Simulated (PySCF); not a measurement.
Ge(H)(vinyl)(NH2)2 (C2H8GeN2), SMILES C=[CH][GeH]([NH2])[NH2]. Atoms are numbered in the order given.

```xyz
13

Ge     0.1430     0.0213    -0.3393
N      1.4539    -1.2647    -0.2482
N      0.9708     1.6710    -0.4802
C     -1.0249    -0.2249     1.2067
C     -2.3413    -0.4320     1.0840
H     -0.7079    -0.1116    -1.6195
H      1.6175    -1.6570     0.6757
H      2.3423    -1.0025    -0.6701
H      1.4495     1.9856     0.3627
H      0.3627     2.4227    -0.8026
H     -0.5902    -0.1739     2.2144
H     -2.8250    -0.4914     0.1015
H     -3.0010    -0.5553     1.9511
```
Charge 0, spin multiplicity 1.

Coordinates come from a B3LYP-D3(BJ)/def2-SVP optimisation. One conformer was computed; it need not be the lowest.

Computed with PBE/def2-TZVP in PySCF.

Atomic charges (e):

| atom | IAO | Mulliken |
|---|---|---|
| Ge1 | … | 0.43 |
| N2 | … | -0.59 |
| N3 | … | -0.58 |
| C4 | -0.41 | -0.21 |
| C5 | … | -0.24 |
| H6 | -0.11 | -0.03 |
| H7 | 0.26 | 0.22 |
| H8 | 0.26 | 0.23 |
| H9 | 0.25 | 0.21 |
| H10 | 0.26 | 0.22 |
| H11 | 0.15 | 0.10 |
| H12 | … | 0.12 |
| H13 | … | 0.12 |

Fill in the missing entries. (Estimate from the structure and the level; the computed values follow.)


- Ge1, IAO: 0.94
- N2, IAO: -0.81
- N3, IAO: -0.81
- C5, IAO: -0.28
- H12, IAO: 0.15
- H13, IAO: 0.15
